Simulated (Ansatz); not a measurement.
C2H12Al2N2, SMILES `[CH3][Al@H-]1[NH2+][Al@@H-]([CH3])[NH2+]1`. Total charge 0; spin multiplicity 1. The structure was optimised at the PBE0-D4/def2-TZVP level.

```xyz
18

C    -1.631   -1.224    1.457
Al    0.093   -1.479    0.559
N     1.275    0.042    0.910
Al    1.076    0.710   -0.921
C    -0.038    2.323   -0.940
N    -0.013   -0.873   -1.301
H    -1.548   -1.346    2.542
H    -2.048   -0.226    1.279
H    -2.379   -1.948    1.118
H     0.931   -2.836    0.632
H     0.946    0.676    1.629
H     2.223   -0.215    1.159
H     2.472    0.594   -1.687
H     0.494    3.190   -0.535
H    -0.952    2.203   -0.347
H    -0.348    2.593   -1.955
H    -0.952   -0.673   -1.627
H     0.399   -1.512   -1.971
```

**Question.** What is the dipole moment at PBE/def2-TZVPP? (Best estimate.)

**Answer.** Computed: 0.66 D, with components (-0.53, 0.35, 0.16) D in this frame, pointing from negative to positive charge.

**Question.** And with r2SCAN, B3LYP, ωB97M-V? (An estimate is asked.)

**Answer.** The calculation gave: r2SCAN 0.66 D, B3LYP 0.56 D, ωB97M-V 0.62 D.

**Question.** Give the Mulliken charges with PBE, ωB97M-V, r2SCAN in def2-TZVPP. (Best estimate.)

**Answer.** Ansatz gave: 
```
atom    PBE  ωB97M-V  r2SCAN
  C1  -0.46    -0.55   -0.41
 Al2   0.27     0.37    0.38
  N3  -0.20    -0.24   -0.24
 Al4   0.27     0.37    0.38
  C5  -0.46    -0.55   -0.41
  N6  -0.20    -0.24   -0.24
  H7   0.09     0.10    0.06
  H8   0.08     0.10    0.05
  H9   0.09     0.11    0.06
 H10  -0.14    -0.13   -0.18
 H11   0.14     0.12    0.13
 H12   0.14     0.12    0.14
 H13  -0.14    -0.13   -0.18
 H14   0.09     0.11    0.06
 H15   0.08     0.10    0.05
 H16   0.09     0.10    0.06
 H17   0.14     0.12    0.13
 H18   0.14     0.12    0.14
```

B3LYP here is the variant with VWN-RPA as its local correlation; programs differ in this.
